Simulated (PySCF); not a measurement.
From a computed spectrum to the compound

A species of 7 atoms with charge 0 has these harmonic modes (PBE, small Gaussian bases with core potentials, PySCF 2.14.0):

| cm⁻¹ | km/mol | symmetry |
| --- | --- | --- |
| 44 | 0.3 | a' |
| 95 | 0.0 | a'' |
| 109 | 0.1 | a' |
| 114 | 0.0 | a'' |
| 161 | 22.9 | a'' |
| 162 | 5.0 | a' |
| 445 | 14.9 | a' |
| 709 | 6.5 | a' |
| 712 | 11.5 | a'' |
| 1128 | 2.5 | a' |
| 1362 | 5.3 | a' |
| 1372 | 5.6 | a'' |
| 2987 | 1.3 | a' |
| 3112 | 0.5 | a'' |
| 3130 | 0.6 | a' |

(1) Which species is it, and in which structure?

Answers

(1) Bi(CH3)I2 (singlet):
```xyz
7

Bi    0.4788    0.0000    0.8056
C     2.4886    0.0000   -0.3090
H     2.2790    0.0000   -1.3940
H     3.0470    0.9121   -0.0228
H     3.0470   -0.9121   -0.0228
I    -0.5451    2.2405   -0.6430
I    -0.5451   -2.2405   -0.6430
```
Ideal gas at 298.15 K and 1 bar: S = 411.3 J/(mol K), Cp = 96.3 J/(mol K), H − H(0 K) = 22.5 kJ/mol (rigid rotor, harmonic modes, spin degeneracy alone; the modes under 60 cm⁻¹ make these uncertain). 
 Other answers can fit too; this one was computed.
